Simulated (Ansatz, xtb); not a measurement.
# C5H4O2Se: which of two isomers lies lower

We compare X, `O=C(O)c1ccc[se]1`, a singlet, with Y, `O=COc1cc[se]c1`, a singlet. Both are isolated molecules in the gas phase, relaxed with B3LYP-D3(BJ)/def2-SVP; the shapes shown needn't be the lowest conformers.

X (Å):

```xyz
12

C    -2.8623    0.2367    1.1470
C    -1.6049    0.1274    0.3955
C    -1.0613   -1.0482   -0.0687
C     0.1687   -0.9017   -0.7724
C     0.6162    0.3925   -0.8751
O    -3.5715   -0.6952    1.4477
O    -3.1549    1.5159    1.4771
Se   -0.5330    1.6063   -0.0507
H    -3.9939    1.4940    1.9669
H    -1.5592   -2.0036    0.1054
H     0.7137   -1.7471   -1.1967
H     1.5269    0.7327   -1.3676
```

Y (Å):

```xyz
12

C    -3.1892    1.0614    1.2395
C    -1.3712   -0.0610    0.1368
C    -1.0476   -1.0272   -0.8745
C     0.2902   -1.2390   -1.0348
C    -0.3080    0.5053    0.7904
O    -2.5440    1.7384    1.9884
O    -2.7203    0.1848    0.3327
Se    1.3028   -0.1853    0.1345
H    -4.2969    1.0546    1.1787
H    -1.8230   -1.5340   -1.4508
H     0.7702   -1.9200   -1.7356
H    -0.3382    1.2485    1.5789
```

Quicker runs give these differences E(Y) − E(X): GFN2-xTB +41.3 kJ/mol; HF/STO-3G +22.9 kJ/mol (at GFN2-xTB geometries); r2SCAN-D4/def2-SVP +82.8 kJ/mol (at GFN2-xTB geometries).

Question: Estimate E(Y) − E(X) at the level CCSD(T)/def2-SVP + ΔMP2/def2-TZVPP.

Answer: Calculated at CCSD(T)/def2-SVP + ΔMP2/def2-TZVPP: E(Y) − E(X) = +83.9 kJ/mol, so structure X lies lower.

Level by level:

| level | geometry | E(Y) − E(X) (kJ/mol) | departure from the last row (kJ/mol) | job, with rough time for the two |
| --- | --- | --- | --- | --- |
| GFN2-xTB | GFN2-xTB | +41.3 | −42.6 | optimisation, 0.35 s |
| HF/STO-3G | GFN2-xTB | +22.9 | −61.0 | single point, 0.58 s |
| r2SCAN-D4/def2-SVP | GFN2-xTB | +82.8 | −1.1 | single point, 5 s |
| B3LYP-D3(BJ)/def2-SVP | B3LYP-D3(BJ)/def2-SVP | +78.3 | −5.6 | optimisation, 42 s |
| HF/def2-SVP | B3LYP-D3(BJ)/def2-SVP | +81.2 | −2.7 | part of the CCSD(T) run |
| MP2/def2-SVP | B3LYP-D3(BJ)/def2-SVP | +89.2 | +5.3 | part of the CCSD(T) run |
| CCSD(T)/def2-SVP | B3LYP-D3(BJ)/def2-SVP | +81.9 | −2.0 | single point |
| CCSD(T)/def2-SVP + ΔMP2/def2-TZVPP | B3LYP-D3(BJ)/def2-SVP | +83.9 |  | single point, 2.3 min |

As drawn, Y has 1 C–O, 1 C–H in place of 1 C–C, 1 O–H.

The levels shown agree on the order. The largest departure from CCSD(T)/def2-SVP + ΔMP2/def2-TZVPP is that of HF/STO-3G, 61.0 kJ/mol. The last row adds to CCSD(T) the change of the MP2 difference between the two basis sets, here +2.0 kJ/mol.

With thermal terms from frequencies at re-optimised GFN2-xTB minima (ideal gas, soft modes damped towards free rotors, one conformer each, 298.15 K, 1 atm): the zero-point term adds −1.7 kJ/mol; ΔH is +82.1 and ΔG +82.2 kJ/mol.

The correlated steps freeze 16 core orbitals; the filled d shell of Se is correlated, in a basis made for valence electrons. Programs: Ansatz 0.2.0, xtb 6.7.1; the last row on 4 threads of Arm Neoverse V1 on a shared host.
